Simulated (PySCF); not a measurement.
BF$_{2}$, doublet, at a GFN2-xTB geometry, atoms displaced at random by about 0.02 Å a coordinate; PBE0/3-21G run with PySCF.

PySCF was given this input:
```python
from pyscf import gto, scf, dft
from pyscf.geomopt import geometric_solver

mol = gto.M(
    atom='''
B    -0.01610279    0.61296007    0.04598016
F     1.10063904   -0.14670173    0.02051040
F    -1.12428672   -0.14935425   -0.04988914
''',
    basis='3-21g',
    spin=1,
    verbose=3,
)

def method(m):
    mf = dft.UKS(m)
    mf.xc = 'pbe0'
    return mf

conv, mol_eq = geometric_solver.kernel(method(mol), maxsteps=100)
print('optimisation converged:', conv)
print(mol_eq.tostring(format='xyz'))
mf = method(mol_eq)
mf.kernel()
```

The log (banner, timings and long lists left out):

```
Custom engine selected.
Bonds will be generated from interatomic distances less than 1.20 times sum of covalent radii
9 internal coordinates being used (instead of 9 Cartesians)
Internal coordinate system (atoms numbered from 1):
Distance 1-2
Distance 1-3
Angle 2-1-3
Translation-X 1-3
Translation-Y 1-3
Translation-Z 1-3
Rotation-A 1-3
Rotation-B 1-3
Rotation-C 1-3
<class 'geometric.internal.Distance'> : 2
<class 'geometric.internal.Angle'> : 1
<class 'geometric.internal.TranslationX'> : 1
<class 'geometric.internal.TranslationY'> : 1
<class 'geometric.internal.TranslationZ'> : 1
<class 'geometric.internal.RotationA'> : 1
<class 'geometric.internal.RotationB'> : 1
<class 'geometric.internal.RotationC'> : 1
> ===== Optimization Info: ====
> Job type: Energy minimization
> Maximum number of optimization cycles: 100
> Initial / maximum trust radius (Angstrom): 0.100 / 0.300
> Convergence Criteria:
> Will converge when all 5 criteria are reached:
>  |Delta-E| < 1.00e-06
>  RMS-Grad  < 3.00e-04
>  Max-Grad  < 4.50e-04
>  RMS-Disp  < 1.20e-03
>  Max-Disp  < 1.80e-03
> === End Optimization Info ===

Geometry optimization cycle 1
Cartesian coordinates (Angstrom)
 Atom        New coordinates             dX        dY        dZ
   B  -0.016103   0.612960   0.045980    0.000000  0.000000  0.000000
   F   1.100639  -0.146702   0.020510    0.000000  0.000000  0.000000
   F  -1.124287  -0.149354  -0.049889    0.000000  0.000000  0.000000

WARN: Mole.unit (angstrom) is changed to Bohr

converged SCF energy = -223.119445285522  <S^2> = 0.75203836  2S+1 = 2.0020373
--------------- UKS_Scanner gradients ---------------
         x                y                z
0 B    -0.0017616460     0.0334168769     0.0026146083
1 F    -0.0060265202    -0.0173470701    -0.0016049480
2 F     0.0079795267    -0.0161539781    -0.0010943849
----------------------------------------------
cycle 1: E = -223.119445286  dE = -223.119  norm(grad) = 0.0423351
Step    0 : Gradient = 2.444e-02/3.357e-02 (rms/max) Energy = -223.1194452855
Hessian Eigenvalues: 5.00000e-02 5.00000e-02 5.00000e-02 ... 2.50000e-01 5.48369e-01 5.53470e-01

Geometry optimization cycle 2
Cartesian coordinates (Angstrom)
 Atom        New coordinates             dX        dY        dZ
   B  -0.017427   0.543541   0.041177   -0.001325 -0.069419 -0.004803
   F   1.159765  -0.109553   0.025900    0.059126  0.037149  0.005390
   F  -1.188164  -0.114412  -0.047786   -0.063877  0.034943  0.002103
converged SCF energy = -223.123015563024  <S^2> = 0.75196881  2S+1 = 2.0019678
--------------- UKS_Scanner gradients ---------------
         x                y                z
0 B    -0.0003166249     0.0043577663     0.0003357726
1 F     0.0080438020    -0.0021929304     0.0000844595
2 F    -0.0077417738    -0.0021122436    -0.0003934787
----------------------------------------------
cycle 2: E = -223.123015563  dE = -0.00357028  norm(grad) = 0.0123804
Step    1 : Displace = 7.080e-02/7.113e-02 (rms/max) Trust = 1.000e-01 (=) Grad = 7.148e-03/8.338e-03 (rms/max) E (change) = -223.1230155630 (-3.570e-03) Quality = 0.860
Hessian Eigenvalues: 4.99991e-02 5.00000e-02 5.00000e-02 ... 2.67183e-01 5.49842e-01 5.66054e-01

Geometry optimization cycle 3
Cartesian coordinates (Angstrom)
 Atom        New coordinates             dX        dY        dZ
   B  -0.016973   0.546023   0.041213    0.000455  0.002481  0.000036
   F   1.149048  -0.112150   0.025254   -0.010717 -0.002597 -0.000646
   F  -1.177633  -0.115752  -0.047883    0.010531 -0.001340 -0.000097
converged SCF energy = -223.123171134453  <S^2> = 0.751939  2S+1 = 2.0019381
--------------- UKS_Scanner gradients ---------------
         x                y                z
0 B    -0.0000138674     0.0000826189     0.0000049030
1 F     0.0006420558     0.0000191763     0.0000261339
2 F    -0.0006193797    -0.0000227037    -0.0000133550
----------------------------------------------
cycle 3: E = -223.123171134  dE = -0.000155571  norm(grad) = 0.000897025
Step    2 : Displace = 8.931e-03/1.080e-02 (rms/max) Trust = 1.414e-01 (+) Grad = 5.179e-04/6.429e-04 (rms/max) E (change) = -223.1231711345 (-1.556e-04) Quality = 1.111
Hessian Eigenvalues: 4.99445e-02 4.99999e-02 5.00000e-02 ... 2.58174e-01 5.32192e-01 5.51766e-01

Geometry optimization cycle 4
Cartesian coordinates (Angstrom)
 Atom        New coordinates             dX        dY        dZ
   B  -0.016776   0.545948   0.041106    0.000196 -0.000075 -0.000107
   F   1.147493  -0.114281   0.024955   -0.001555 -0.002131 -0.000299
   F  -1.176599  -0.116278  -0.048078    0.001034 -0.000526 -0.000195
converged SCF energy = -223.123172824577  <S^2> = 0.75193769  2S+1 = 2.0019367
--------------- UKS_Scanner gradients ---------------
         x                y                z
0 B     0.0000001061     0.0000009223    -0.0000011468
1 F    -0.0000172071     0.0000644937     0.0000080211
2 F     0.0000331008     0.0000167473     0.0000092797
----------------------------------------------
cycle 4: E = -223.123172825  dE = -1.69012e-06  norm(grad) = 7.73581e-05
Step    3 : Displace = 1.213e-03/1.364e-03 (rms/max) Trust = 2.000e-01 (+) Grad = 4.466e-05/6.723e-05 (rms/max) E (change) = -223.1231728246 (-1.690e-06) Quality = 1.064
Hessian Eigenvalues: 4.28856e-02 5.00000e-02 5.00000e-02 ... 2.64238e-01 5.50591e-01 5.74565e-01

Geometry optimization cycle 5
Cartesian coordinates (Angstrom)
 Atom        New coordinates             dX        dY        dZ
   B  -0.016637   0.545038   0.040943    0.000139 -0.000911 -0.000163
   F   1.147066  -0.116166   0.024732   -0.000427 -0.001885 -0.000223
   F  -1.176870  -0.116435  -0.048277   -0.000270 -0.000158 -0.000199
converged SCF energy = -223.123172867907  <S^2> = 0.75193774  2S+1 = 2.0019368
--------------- UKS_Scanner gradients ---------------
         x                y                z
0 B    -0.0000038521     0.0000189665     0.0000001894
1 F    -0.0000399651     0.0000548540     0.0000060475
2 F     0.0000637565     0.0000072764     0.0000103761
----------------------------------------------
cycle 5: E = -223.123172868  dE = -4.33307e-08  norm(grad) = 9.61397e-05
Step    4 : Displace = 8.378e-05/8.832e-05 (rms/max) Trust = 2.828e-01 (+) Grad = 5.551e-05/6.814e-05 (rms/max) E (change) = -223.1231728679 (-4.333e-08) Quality = 0.352
Hessian Eigenvalues: 4.28856e-02 5.00000e-02 5.00000e-02 ... 2.64238e-01 5.50591e-01 5.74565e-01
Converged! =D

optimisation converged: True
3
XYZ from PySCF
B          -0.01663748        0.54503754        0.04094314
F           1.14706587       -0.11616582        0.02473181
F          -1.17686966       -0.11643535       -0.04827656

converged SCF energy = -223.123172867909  <S^2> = 0.75193764  2S+1 = 2.0019367
```
